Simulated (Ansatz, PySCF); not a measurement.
Acid–base and redox partners of C=C(F)F. Isolated molecules, 0 K electronic values unless said otherwise. One relaxed conformer stands for each flexible species; it need not be the lowest. Strings in code marks are SMILES.

Quantity: vertical ionisation energy (energy after one electron is removed minus that of the parent at the parent's geometry), in eV.

Level 1: PBE-D3(BJ)/def2-TZVP // r2SCAN-D4/def2-TZVP (PySCF)
Level 2: minus the HOMO energy of B3LYP/6-31G* // r2SCAN-D4/def2-TZVP (PySCF)
Level 3: minus the HOMO energy of HF/STO-3G // r2SCAN-D4/def2-TZVP (PySCF)
Level 4: HF/cc-pVTZ // r2SCAN-D4/def2-TZVP (Ansatz, a quantum-chemistry and plane-wave program)

| species | level 2 | level 3 | level 4 |
|---|---|---|---|
| `C=C(F)F` | 7.12 | 8.20 | 9.38 |
| `C[C+](F)F` | 18.49 | 21.95 | 21.16 |

What does level 1 give for each?


- `C=C(F)F`: 10.31
- `C[C+](F)F`: 21.16
